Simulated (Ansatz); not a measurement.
A nudged elastic band was laid between two geometries of AlH3O + GeH4 (10 atoms, charge 0, multiplicity 1).

Theory: RKS CAM-B3LYP-D4/def2-mTZVP in Ansatz.

```yaml
movable_images: 9
climbing_image: yes
spring: 5.0 eV/Å²
optimiser: quadratic models (default)
start_path: through a guess of the saddle point
force_threshold: 0.05 eV/Å
iteration_limit: 60
end_points: relaxed
```

Image 0:

```xyz
10
Properties=species:S:1:pos:R:3
Ge 0.186 0.094 -0.161
H 0.581 -0.321 1.252
H 1.350 -0.104 -1.135
H -0.348 1.518 -0.215
H -0.938 -0.868 -0.630
O -2.716 -0.011 1.472
Al -3.011 -0.953 0.075
H -2.991 -2.528 0.182
H -3.520 -0.153 -1.179
H -2.535 -0.413 2.327
```

Image 10:

```xyz
10
Properties=species:S:1:pos:R:3
Ge -0.195 -0.006 -0.725
H -0.761 0.502 3.137
H 0.960 -0.758 -0.056
H -0.033 1.507 -0.552
H -0.293 -0.376 -2.212
O -1.691 -0.479 0.090
Al -3.189 -1.243 -0.030
H -3.608 -1.894 -1.406
H -4.095 -1.263 1.256
H -1.038 0.270 2.485
```

Problem. Which bonds break or form, and what moves?

Solution. Bonds broken: Ge1–H2, O6–H10. Bonds formed: Ge1–O6, H2–H10. AlH3O + GeH4 becomes AlGeH5O + H2.

Problem. Give the energies along the band, and the barrier.

Solution. It converged. The highest image is number 5 of 0 to 10, 206.7 kJ/mol above the first end and 210.7 kJ/mol above the last; the last end lies 3.9 kJ/mol below the first. Neighbouring images differ by up to 1.9 eV, so the band resolves the path poorly. A vibrational analysis at the climbing image gives one clearly imaginary mode, 1430i cm⁻¹: a first-order saddle point. The orbitals stay closed-shell, which can raise the energy where a bond breaks towards radicals; this wasn't checked here.

| image | path coordinate (Å) | energy (kJ/mol) | Ge1–H2 (Å) | O6–H10 (Å) | Ge1–O6 (Å) |
| --- | --- | --- | --- | --- | --- |
| 0 | 0.00 | 0.0 | 1.52 | 0.96 | 3.33 |
| 1 | 1.61 | 5.8 | 1.53 | 0.96 | 3.47 |
| 2 | 3.21 | 8.9 | 1.53 | 0.96 | 3.80 |
| 3 | 4.82 | 10.0 | 1.54 | 0.96 | 4.02 |
| 4 | 6.43 | 27.1 | 1.53 | 0.96 | 2.94 |
| 5 | 8.04 | 206.7 | 1.95 | 1.13 | 1.99 |
| 6 | 8.84 | 42.7 | 2.49 | 1.81 | 1.80 |
| 7 | 9.65 | -1.0 | 3.21 | 2.32 | 1.77 |
| 8 | 10.45 | -3.4 | 3.65 | 2.67 | 1.77 |
| 9 | 11.25 | -3.6 | 3.86 | 2.64 | 1.77 |
| 10 | 12.05 | -3.9 | 3.94 | 2.59 | 1.77 |

Problem. What is the geometry of the highest image?

Solution. 
```xyz
10
Properties=species:S:1:pos:R:3:forces:R:3
Ge 0.015 -0.064 -0.073 0.00 0.01 0.00
H -0.541 0.899 1.527 0.00 0.00 0.00
H 1.090 -0.741 0.779 0.00 0.00 0.00
H 0.397 1.288 -0.679 0.00 0.00 0.00
H -0.237 -1.014 -1.276 0.00 0.00 0.00
O -1.881 -0.337 0.460 -0.01 -0.02 -0.01
Al -3.354 -1.158 0.092 0.01 0.01 0.00
H -3.380 -2.087 -1.171 0.00 0.00 0.00
H -4.550 -0.895 1.072 0.00 0.00 0.00
H -1.500 0.371 1.258 0.00 0.01 0.01
```

Run time: 9.1 min on 4 threads of Arm Neoverse V1, on a shared host, peak memory 0.28 GiB.
